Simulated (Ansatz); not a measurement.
Consider the hydrogenolysis of the Si–Te bond: `S[SiH2][TeH]` + H₂ → `[SiH3]S` + H₂Te.

Calculated with Ansatz (gas phase, PBE0-D4/def2-TZVP geometries, no zero-point term in ΔE). CCSD(T)/CBS adds triple-zeta CCSD(T) − MP2 to the extrapolated MP2 energy (def2 sets, frozen cores). This one scheme is used for every species. Functionals use def2-TZVPP. Elements past krypton have def2 core potentials. For Te outer-core shells are correlated without core-valence functions, which leaves a few kJ/mol of doubt a bond. One conformer a species, not always the lowest.

```json
{"level": "r2SCAN0-D4", "ΔE (kJ/mol)": "44.4"}
{"level": "revPBE", "ΔE (kJ/mol)": "40.1"}
```

Question: What does CCSD(T)/CBS give? (Estimate.)

Answer: Ansatz gave: +46.3 kJ/mol. The listed levels differ from it by -1.9, -6.2 kJ/mol.

Largest T1 diagnostic among the species: 0.011.

At CCSD(T), def2-SVP lies −23.4 kJ/mol from the extrapolated value and def2-TZVPP −10.8 kJ/mol. The D4 term adds +12.9 kJ/mol with B3LYP and +6.9 kJ/mol with PBE0; it sums over pairs of atoms, weighted by their polarisabilities, and B3LYP, whose exchange is more repulsive, gets the larger term. Leaving LDA and LC-ωPBE aside and taking each functional with its dispersion term where it has one, the values, not all of them listed here, spread over 21.1 kJ/mol, from CAM-B3LYP-D4 to revPBE-D4.

B3LYP here is the variant with VWN-RPA as its local correlation; programs differ in this.
